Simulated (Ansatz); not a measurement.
Molecule: ZnF, charge 1, multiplicity 1. 
Structure (B3LYP-D3(BJ)/def2-TZVP (Ansatz, a program for electronic structure) minimum search):
```xyz
2

Zn     0.0000     0.0000    -0.3980
F      0.0000     0.0000     1.3268
```
Charge +1, spin multiplicity 1.

Basis-set convergence of Hartree-Fock and MP2 correlation energies (hartree) with Ansatz. Cores are frozen in the correlated levels unless marked. No spin-orbit coupling. Frozen are the shells of the preceding noble gas and the d and f shells that filled before the atom's block. Non-relativistic.

```
basis       functions        E(HF)  E(corr, MP2)
----------  ---------  -----------  ------------
def2-SVP           45  -1876.60450      -0.46790
def2-TZVPP         95  -1876.97686      -0.71787
def2-QZVPP        157  -1877.02763      -0.77230
```

Extrapolating the two largest sets (X = 3 and 4) as X^-3: E(corr) = (64·(-0.77230) - 27·(-0.71787))/37 = -0.8120 Eh, an estimate of the basis-set limit. The largest set recovers 95.1 % of it, the smallest 57.6 %.
